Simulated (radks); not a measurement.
The numbers below are computed, except where a source is named.
Removal energies from the bromine ion Br3+, [Ar] 3d10 4s2 4p(1/2: 2, 3/2: 0), by Delta-SCF beside the eigenvalue of the level emptied. Code: a radial shooting solver on a logarithmic mesh with Libxc functionals. Model: Dirac Kohn-Sham, BLYP, spin-unpolarised, spherical densities, finite nucleus; Fermi nuclear charge, rms radius of each element as measured or else 0.836 A^(1/3) + 0.57 fm. Sub-shells are occupied by j as written (lower j first in brackets).

| removed from | final configuration | Delta-SCF (eV) | -eigenvalue (eV) |
|---|---|---|---|
| 4p1/2 | [Ar] 3d10 4s2 4p(1/2: 1, 3/2: 0) | 46.440 | 40.193 |
| 4s1/2 | [Ar] 3d10 4s1 4p(1/2: 2, 3/2: 0) | 60.941 | 54.002 |
| 3d5/2 | [Ar] 3d(3/2: 4, 5/2: 5) 4s2 4p(1/2: 2, 3/2: 0) | 118.76 | 104.21 |
| 3d3/2 | [Ar] 3d(3/2: 3, 5/2: 6) 4s2 4p(1/2: 2, 3/2: 0) | 119.91 | 105.30 |
